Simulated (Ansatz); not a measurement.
`Cl[SiH2]N[SiH2]Cl` + `[CH3]`• → `Cl[SiH]N[SiH2]Cl`• + CH₄  (hydrogen abstraction from the Si–H bond)

Computed with Ansatz on PBE0-D4/def2-TZVP structures; ΔE is electronic, products minus reactants. CCSD(T)/CBS adds triple-zeta CCSD(T) − MP2 to the extrapolated MP2 energy (def2 sets, frozen cores). This one scheme is used for every species. Open shells (•) are unrestricted, without spin–orbit coupling. Each species was taken in one conformer, which may not be the lowest.

```csv
species,MP2/CBS(def2) energy (Eh)
`Cl[SiH2]N[SiH2]Cl`,-1555.48616
`[CH3]`•,-39.75675
`Cl[SiH]N[SiH2]Cl`•,-1554.83152
CH₄,-40.43551
```

Problem. Work out ΔE.

Solution. ΔE = (-1554.83152) + (-40.43551) − (-1555.48616) − (-39.75675) = -0.02412 Eh = -63.3 kJ/mol. CCSD(T)/CBS gives -56.9 kJ/mol.

Largest T1 diagnostic among the species: 0.012.

From PBE to PBE0 (25 % exact exchange), in def2-TZVPP and without D4, ΔE moves by +10.9 kJ/mol. In def2-TZVPP, CCSD(T) changes the Hartree–Fock value by −30.2 kJ/mol (the triples alone add −4.4 kJ/mol) and MP2 by −36.7 kJ/mol.
